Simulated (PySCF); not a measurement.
**CeH4, singlet: structure and spectrum**

Computed with PBE0 in PySCF with Ce def2-TZVP with ECP28, H def2-TZVP; scalar-relativistic core potentials, no spin–orbit coupling; density-fitted integrals.

The structure is a higher-order saddle point with 4 imaginary modes.

Z-matrix (Å, degrees; charge 0 multiplicity 1):
```
Ce
H  1 2.0462
H  1 2.0462 2 90.00
H  1 2.0462 3 90.00 2 180.00
H  1 2.0462 2 90.00 3 180.00
```

```json
{"Point group": "D4h", "Bond lengths": "Ce–H 2.046 Å (×4)", "Bond angles": "H–Ce–H 90.0° (×4), H–Ce–H 180.0° (×2)", "Rotational constants": "1.997, 1.997, 0.9987 cm⁻¹", "Principal polarisabilities": "31.2, 78.8, 78.8 bohr³", "Zero-point energy (real modes)": "33.5 kJ/mol", "Principal quadrupole moments (Buckingham, traceless) about the centre of mass": "-10.23, -10.23, 20.47 D Å", "Highest occupied level": "-6.57 eV", "Dipole moment": "0.00 D", "Lowest empty level": "-2.68 eV"}
```

Harmonic modes (masses in u: Ce 139.905, H 1.008):
```
symmetry  ω (cm⁻¹)  IR (km/mol, summed over degenerate members)  μ (u)     type
     b2u      525i                                            –   1.01     bend
     a2u      387i                                            –   1.04     bend
      eu      350i                                            –   1.02     bend
     b2g       313                                          0.0   1.01     bend
     b1g      1230                                          0.0   1.01  stretch
      eu      1296                                         2450   1.02  stretch
     a1g      1470                                          0.0   1.01  stretch
```

In D4h the vibrations span b2u + a2u + 2eu + b2g + b1g + a1g. The a1g, b1g, b2g, b2u modes carry no infrared intensity, as symmetry demands. With a centre of inversion only u modes can be infrared active and only g modes Raman active.

Charges (e):
```csv
atom,Mulliken,Löwdin,polar tensor,Mayer order to Ce1
Ce1,0.84,0.66,2.14,–
"H2,3,4,5",-0.21,-0.17,-0.53,0.94
```

Mulliken populations on Ce1 (electrons outside its core potential): s 4.49, p 12.30, d 11.21, f 1.16.

Other isomers or separated fragments may lie lower. At this level a singlet minimum of Td symmetry lies 100 kJ/mol below this structure.

The final relaxation and frequency run took of the order of 80 core-seconds on a shared host.
